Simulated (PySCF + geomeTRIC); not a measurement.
All values below come from PBE0-D4/def2-SVP (PySCF + geomeTRIC). fastk is a local helper that only speeds up exchange builds. No frequencies were computed at this level.

```python
import json, numpy as np
from pyscf import gto, dft
from fastk import lowrank_exchange
atoms = """
N     -6.849695     1.381842     0.572412
Ge    -6.799097     0.045482    -0.657742
Ge    -4.615822    -0.935489    -1.031665
Ge    -4.234013    -2.787050    -2.520047
Ge    -1.982639    -3.577874    -2.800941
Ge    -1.614171    -5.463391    -4.249504
Ge     0.625327    -6.209463    -4.718531
Ge     0.914154    -8.020588    -6.278904
Ge     3.022230    -9.182233    -6.341563
C      3.043695   -10.780438    -7.536958
O      3.581735   -10.786180    -8.607519
H     -6.318254     2.211927     0.344063
H     -6.612152     1.118292     1.519911
H     -7.809381    -0.953204    -0.149471
H     -7.374689     0.675937    -1.901719
H     -3.649281     0.175971    -1.422906
H     -4.017112    -1.306760     0.320201
H     -4.809923    -2.471647    -3.889952
H     -5.110969    -3.958131    -2.110711
H     -1.091560    -2.435808    -3.257600
H     -1.370237    -3.884213    -1.445191
H     -2.402096    -6.655098    -3.732230
H     -2.315709    -5.225412    -5.575816
H      1.483233    -5.044398    -5.179543
H      1.326713    -6.577162    -3.422174
H      0.576165    -7.557063    -7.682377
H     -0.168632    -9.063127    -6.053944
H      4.172801    -8.297123    -6.745783
H      3.378402    -9.676164    -4.953488
H      2.503150   -11.682116    -7.179831
"""
def scf(charge, spin, dm0=None):
    mol = gto.M(atom=atoms, basis='def2-svp', ecp={}, charge=charge, spin=spin, verbose=3, max_memory=5040)
    mf = dft.KS(mol, xc='pbe0').density_fit(auxbasis="def2-universal-jkfit")
    mf.disp = 'd4'
    mf.grids.level = 3
    mf.conv_tol = 1e-8
    mf.max_cycle = 60
    mf.kernel(dm0)
    if not mf.converged:
        mf = mf.newton().run(mf.mo_coeff, mf.mo_occ).undo_soscf()
    return mf
mf = scf(0, 0)
from pyscf.geomopt.geometric_solver import kernel as optimize
path = []
done, mol = optimize(mf, maxsteps=80, assert_convergence=False, callback=lambda env: path.append((env["energy"], bool(env["g_scanner"].converged))))
res = dict(converged=bool(done and path[-1][1]), energy=path[-1][0], path=[e for e, c in path], xyz=mol.atom_coords(unit="Angstrom").tolist(), nao=mol.nao)
json.dump(res, open("result.json", "w"))
```

Output:

```
converged SCF energy = -16791.0918043609
Geometry optimization cycle 1
converged SCF energy = -16791.0918043607
cycle 1: E = -16791.0918044  dE = -16791.1  norm(grad) = 0.0509198
Geometry optimization cycle 2
converged SCF energy = -16791.1045878368
cycle 2: E = -16791.1045878  dE = -0.0127835  norm(grad) = 0.0342137
Geometry optimization cycle 3
converged SCF energy = -16791.1074501499
cycle 3: E = -16791.1074501  dE = -0.00286231  norm(grad) = 0.0216491
Geometry optimization cycle 4
converged SCF energy = -16791.1078951774
cycle 4: E = -16791.1078952  dE = -0.000445027  norm(grad) = 0.0151395
Geometry optimization cycle 5
converged SCF energy = -16791.108634256
cycle 5: E = -16791.1086343  dE = -0.000739079  norm(grad) = 0.00259165
Geometry optimization cycle 6
converged SCF energy = -16791.108691043
cycle 6: E = -16791.108691  dE = -5.6787e-05  norm(grad) = 0.00148611
Geometry optimization cycle 7
converged SCF energy = -16791.1087889722
cycle 7: E = -16791.108789  dE = -9.79292e-05  norm(grad) = 0.00194968
Geometry optimization cycle 8
converged SCF energy = -16791.1088194533
cycle 8: E = -16791.1088195  dE = -3.04811e-05  norm(grad) = 0.00190906
Geometry optimization cycle 9
converged SCF energy = -16791.1088586229
cycle 9: E = -16791.1088586  dE = -3.91695e-05  norm(grad) = 0.0012362
Geometry optimization cycle 10
converged SCF energy = -16791.1088815628
cycle 10: E = -16791.1088816  dE = -2.294e-05  norm(grad) = 0.000915793
Geometry optimization cycle 11
converged SCF energy = -16791.1089071923
cycle 11: E = -16791.1089072  dE = -2.56294e-05  norm(grad) = 0.00122038
Geometry optimization cycle 12
converged SCF energy = -16791.1089318649
cycle 12: E = -16791.1089319  dE = -2.46726e-05  norm(grad) = 0.00155834
Geometry optimization cycle 13
converged SCF energy = -16791.1089561646
cycle 13: E = -16791.1089562  dE = -2.42997e-05  norm(grad) = 0.00168942
Geometry optimization cycle 14
converged SCF energy = -16791.1089740144
cycle 14: E = -16791.108974  dE = -1.78497e-05  norm(grad) = 0.00124836
Geometry optimization cycle 15
converged SCF energy = -16791.1089886246
cycle 15: E = -16791.1089886  dE = -1.46102e-05  norm(grad) = 0.000594183
Geometry optimization cycle 16
converged SCF energy = -16791.1089919735
cycle 16: E = -16791.108992  dE = -3.3489e-06  norm(grad) = 0.000371559
Geometry optimization cycle 17
converged SCF energy = -16791.1089933789
cycle 17: E = -16791.1089934  dE = -1.40547e-06  norm(grad) = 0.000210262
Geometry optimization cycle 18
converged SCF energy = -16791.1089939256
cycle 18: E = -16791.1089939  dE = -5.46635e-07  norm(grad) = 0.000146931
Geometry optimization cycle 19
converged SCF energy = -16791.1089943291
cycle 19: E = -16791.1089943  dE = -4.03532e-07  norm(grad) = 0.00014143
Geometry optimization cycle 20
converged SCF energy = -16791.1089946373
cycle 20: E = -16791.1089946  dE = -3.08137e-07  norm(grad) = 0.000176432
Geometry optimization cycle 21
converged SCF energy = -16791.1089949031
cycle 21: E = -16791.1089949  dE = -2.65809e-07  norm(grad) = 0.00020307
Geometry optimization cycle 22
converged SCF energy = -16791.1089950555
cycle 22: E = -16791.1089951  dE = -1.52413e-07  norm(grad) = 0.000223998
Geometry optimization cycle 23
converged SCF energy = -16791.1089950234
cycle 23: E = -16791.108995  dE = 3.2047e-08  norm(grad) = 0.000237217
Geometry optimization cycle 24
converged SCF energy = -16791.1089951675
cycle 24: E = -16791.1089952  dE = -1.44108e-07  norm(grad) = 0.000213515
Geometry optimization cycle 25
converged SCF energy = -16791.1089953748
cycle 25: E = -16791.1089954  dE = -2.07245e-07  norm(grad) = 0.000165567
Geometry optimization cycle 26
converged SCF energy = -16791.1089955081
cycle 26: E = -16791.1089955  dE = -1.33299e-07  norm(grad) = 0.000136386
<class 'geometric.internal.Distance'> : 29
<class 'geometric.internal.Angle'> : 53
<class 'geometric.internal.OutOfPlane'> : 1
<class 'geometric.internal.Dihedral'> : 75
<class 'geometric.internal.TranslationX'> : 1
<class 'geometric.internal.TranslationY'> : 1
<class 'geometric.internal.TranslationZ'> : 1
<class 'geometric.internal.RotationA'> : 1
<class 'geometric.internal.RotationB'> : 1
<class 'geometric.internal.RotationC'> : 1
Step    0 : Gradient = 9.297e-03/1.267e-02 (rms/max) Energy = -16791.0918043607
Step    1 : Displace = 7.886e-02/1.370e-01 (rms/max) Trust = 1.000e-01 (=) Grad = 6.247e-03/1.302e-02 (rms/max) E (change) = -16791.1045878368 (-1.278e-02) Quality = 1.128
Step    2 : Displace = 6.955e-02/1.114e-01 (rms/max) Trust = 1.414e-01 (+) Grad = 3.953e-03/8.220e-03 (rms/max) E (change) = -16791.1074501499 (-2.862e-03) Quality = 1.127
Step    3 : Displace = 8.103e-02/2.054e-01 (rms/max) Trust = 2.000e-01 (+) Grad = 2.764e-03/8.774e-03 (rms/max) E (change) = -16791.1078951774 (-4.450e-04) Quality = 0.256
Step    4 : Displace = 3.114e-02/8.787e-02 (rms/max) Trust = 2.000e-01 (=) Grad = 4.732e-04/1.529e-03 (rms/max) E (change) = -16791.1086342560 (-7.391e-04) Quality = 1.041
Step    5 : Displace = 1.168e-02/1.967e-02 (rms/max) Trust = 2.828e-01 (+) Grad = 2.713e-04/9.000e-04 (rms/max) E (change) = -16791.1086910430 (-5.679e-05) Quality = 1.636
Step    6 : Displace = 4.416e-02/7.223e-02 (rms/max) Trust = 3.000e-01 (+) Grad = 3.560e-04/1.089e-03 (rms/max) E (change) = -16791.1087889722 (-9.793e-05) Quality = 1.157
Step    7 : Displace = 2.180e-02/3.791e-02 (rms/max) Trust = 3.000e-01 (=) Grad = 3.485e-04/1.183e-03 (rms/max) E (change) = -16791.1088194533 (-3.048e-05) Quality = 1.477
Step    8 : Displace = 3.146e-02/6.207e-02 (rms/max) Trust = 3.000e-01 (=) Grad = 2.257e-04/7.588e-04 (rms/max) E (change) = -16791.1088586229 (-3.917e-05) Quality = 1.325
Step    9 : Displace = 1.794e-02/4.106e-02 (rms/max) Trust = 3.000e-01 (=) Grad = 1.672e-04/3.679e-04 (rms/max) E (change) = -16791.1088815628 (-2.294e-05) Quality = 1.526
Step   10 : Displace = 2.197e-02/5.081e-02 (rms/max) Trust = 3.000e-01 (=) Grad = 2.228e-04/7.042e-04 (rms/max) E (change) = -16791.1089071923 (-2.563e-05) Quality = 1.454
Step   11 : Displace = 2.760e-02/5.638e-02 (rms/max) Trust = 3.000e-01 (=) Grad = 2.845e-04/9.443e-04 (rms/max) E (change) = -16791.1089318649 (-2.467e-05) Quality = 1.390
Step   12 : Displace = 4.627e-02/1.053e-01 (rms/max) Trust = 3.000e-01 (=) Grad = 3.084e-04/8.854e-04 (rms/max) E (change) = -16791.1089561646 (-2.430e-05) Quality = 0.998
Step   13 : Displace = 2.686e-02/6.699e-02 (rms/max) Trust = 3.000e-01 (=) Grad = 2.279e-04/7.035e-04 (rms/max) E (change) = -16791.1089740144 (-1.785e-05) Quality = 1.198
Step   14 : Displace = 1.390e-02/2.804e-02 (rms/max) Trust = 3.000e-01 (=) Grad = 1.085e-04/2.328e-04 (rms/max) E (change) = -16791.1089886246 (-1.461e-05) Quality = 1.221
Step   15 : Displace = 4.865e-03/9.297e-03 (rms/max) Trust = 3.000e-01 (=) Grad = 6.784e-05/2.063e-04 (rms/max) E (change) = -16791.1089919735 (-3.349e-06) Quality = 1.357
Step   16 : Displace = 3.313e-03/5.768e-03 (rms/max) Trust = 3.000e-01 (=) Grad = 3.839e-05/1.094e-04 (rms/max) E (change) = -16791.1089933789 (-1.405e-06) Quality = 1.300
Step   17 : Displace = 2.487e-03/3.956e-03 (rms/max) Trust = 3.000e-01 (=) Grad = 2.683e-05/6.051e-05 (rms/max) E (change) = -16791.1089939256 (-5.466e-07) Quality = 1.347
Step   18 : Displace = 2.766e-03/4.661e-03 (rms/max) Trust = 3.000e-01 (=) Grad = 2.582e-05/7.989e-05 (rms/max) E (change) = -16791.1089943291 (-4.035e-07) Quality = 1.211
Step   19 : Displace = 2.871e-03/5.028e-03 (rms/max) Trust = 3.000e-01 (=) Grad = 3.221e-05/9.993e-05 (rms/max) E (change) = -16791.1089946373 (-3.081e-07) Quality = 1.003
Step   20 : Displace = 3.787e-03/7.021e-03 (rms/max) Trust = 3.000e-01 (=) Grad = 3.708e-05/1.093e-04 (rms/max) E (change) = -16791.1089949031 (-2.658e-07) Quality = 0.620
Step   21 : Displace = 4.158e-03/8.011e-03 (rms/max) Trust = 3.000e-01 (=) Grad = 4.090e-05/9.694e-05 (rms/max) E (change) = -16791.1089950555 (-1.524e-07) Quality = 0.302
Step   22 : Displace = 5.031e-03/9.664e-03 (rms/max) Trust = 3.000e-01 (=) Grad = 4.331e-05/9.873e-05 (rms/max) E (change) = -16791.1089950234 (+3.205e-08) Quality = -0.046
Step   23 : Displace = 2.401e-03/4.698e-03 (rms/max) Trust = 2.516e-03 (-) Grad = 3.898e-05/1.211e-04 (rms/max) E (change) = -16791.1089951675 (-1.441e-07) Quality = 0.202
Step   24 : Displace = 1.270e-03/1.938e-03 (rms/max) Trust = 1.201e-03 (-) Grad = 3.023e-05/8.903e-05 (rms/max) E (change) = -16791.1089953748 (-2.072e-07) Quality = 0.674
Step   25 : Displace = 1.084e-03/1.622e-03 (rms/max) Trust = 1.201e-03 (=) Grad = 2.490e-05/5.927e-05 (rms/max) E (change) = -16791.1089955081 (-1.333e-07) Quality = 0.580
Converged! =D
```

Cost: very roughly 110 core-minutes.
